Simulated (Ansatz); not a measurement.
C$_{3}$H$_{8}$AlN (`N/C=C/[CH2][AlH2]`), relaxed with RKS PBE0-D4/def2-TZVP in the Gaussian-basis code of Ansatz from a PBE-D4/def2-SVP geometry. The force threshold is 0.005 eV/Å; the program also tests the step.

The species carries charge 0 and has multiplicity 1.

Start:

```xyz
13

N     1.410    0.016   -1.765
C     0.270   -0.167   -1.016
C    -0.258    0.724   -0.102
C    -1.511    0.506    0.692
Al   -0.234   -0.675    1.655
H     2.050    0.759   -1.477
H     1.881   -0.818   -2.115
H    -0.298   -1.078   -1.275
H     0.336    1.631    0.118
H    -1.889    1.425    1.170
H    -2.315   -0.028    0.152
H     0.799   -0.071    2.719
H    -0.242   -2.224    1.245
```

```
step  energy (eV)  largest force (eV/Å)  largest move (Å)
   1  -11320.8515                 0.647             0.000
   2  -11320.9051                 0.222             0.043
   3  -11320.9095                 0.061             0.020
   4  -11320.9099                 0.042             0.016
   5  -11320.9101                 0.029             0.003
   6  -11320.9103                 0.011             0.010
   7  -11320.9103                 0.011             0.006
   8  -11320.9103                 0.004             0.003
```

End:

```xyz
13

N     1.393    0.021   -1.755
C     0.262   -0.166   -0.995
C    -0.264    0.728   -0.121
C    -1.497    0.503    0.690
Al   -0.222   -0.678    1.611
H     2.012    0.759   -1.459
H     1.883   -0.814   -2.030
H    -0.286   -1.075   -1.231
H     0.313    1.629    0.081
H    -1.857    1.409    1.167
H    -2.296   -0.008    0.157
H     0.812   -0.091    2.665
H    -0.253   -2.218    1.220
```

Hardware: 4 threads of a server CPU on a shared host. Wall time 21 s, peak host memory 0.58 GiB.
